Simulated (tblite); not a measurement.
What does the GFN2-xTB structure of InChI=1S/C7H16Si/c1-7(2,3)6-4-5-8-6/h6H,4-5,8H2,1-3H3/t6-/m1/s1 look like in three dimensions?

```xyz
24
C7H16Si angstrom
C     -1.6604    0.7346    1.2205
C     -0.9634   -0.0825    0.1290
C     -1.5495   -1.4989    0.1067
C     -1.2226    0.5847   -1.2221
C      0.5304   -0.1539    0.4620
C      1.4591   -0.9407   -0.4896
C      2.7066   -0.0379   -0.4294
Si     1.6985    1.3675    0.3811
H     -2.7277    0.8093    1.0220
H     -1.5272    0.2693    2.1951
H     -1.2445    1.7396    1.2631
H     -1.0806   -2.0951   -0.6724
H     -2.6203   -1.4658   -0.0857
H     -1.3885   -1.9958    1.0612
H     -0.7544    0.0313   -2.0319
H     -0.8358    1.6003   -1.2291
H     -2.2922    0.6247   -1.4201
H      0.6085   -0.6001    1.4595
H      1.6428   -1.9679   -0.1734
H      1.0593   -0.9692   -1.5012
H      3.1639    0.1454   -1.3988
H      3.4765   -0.4551    0.2168
H      2.1660    1.9068    1.6594
H      1.3436    2.4692   -0.5151
```

Any rigid rotation of these coordinates is as good. Atoms count from 1 in this order. Of the pairs four or more bonds apart, H15···H20 is among the closest relative to their van der Waals radii: 2.14 Å, 89 % of the sum of Bondi's values. Si8 (SiH2 silicon) has angles from 75.9° to 118.3°. The 4-membered ring C5–C6–C7–Si8 has internal angles of 75.9° to 99.5° (sum 357°, against 360° for a flat polygon); it is puckered, 0.09 Å rms from its mean plane, widest ring torsion 14°.

Bonds between heavy atoms (Å): C1–C2 1.531, C2–C3 1.533, C2–C4 1.529, C2–C5 1.532, C5–C6 1.545, C6–C7 1.541, C7–Si8 1.910, C5–Si8 1.920.

The geometry is computed with GFN2-xTB (gas phase).

Point group: C1 (no symmetry element, even within 0.4 Å). Its GFN2-xTB frequencies are all real (lowest 51 cm⁻¹). The numbers are those of one conformer (C2–C5–C6–C7 143°, C5–C6–C7–Si8 -14°, C6–C7–Si8–C5 11°, C2–C5–Si8–C7 -137°).
